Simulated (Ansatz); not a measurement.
Born–Oppenheimer molecular dynamics of Cl₂H₂Zn (5 atoms, charge 0, multiplicity 1). It starts at the highest image of a converged band, a first-order saddle point between two minima.

Computed with RKS PBE0/def2-SVP in Ansatz.

| Quantity | Value |
| --- | --- |
| ensemble | NVE (velocity Verlet) |
| time step | 0.5 fs |
| steps asked | 200 |
| starting velocities drawn for | 100 K |
| seed | 3633 |

First frame:

```xyz
5
Properties=species:S:1:pos:R:3
Zn -0.621 0.000 -0.126
Cl 0.195 0.000 2.189
Cl 0.380 0.000 -1.983
H -2.011 0.000 0.804
H -1.228 0.000 1.619
```

Q: How far do the bonds stretch over the last three quarters of this one trajectory? (Pairs bonded in most of those frames.)

A: 
```tsv
bond	mean (Å)	spread (Å)	shortest	longest
Zn1–Cl2	2.148	0.157	1.92	2.42
Zn1–Cl3	2.089	0.061	1.98	2.16
H4–H5	0.776	0.043	0.71	0.88
```

Mean temperature of the second half: 2339 K. The conserved energy stayed within 0.3 meV per atom of its start (net change -0.26 meV per atom), so the integration is sound. The kinetic energy rose, since the run started high on the potential surface and went downhill. It ends in pieces (Cl2Zn + H2), so much of that is their flight and rotation, not heat. A run of 0.1 ps of so small a system gives no equilibrium averages. The orbitals stay closed-shell, which can raise the energy where a bond breaks towards radicals; this wasn't checked here.

The run took 9.3 min on 1 thread of Arm Neoverse V2, with other jobs on the host, peak memory 0.17 GiB.
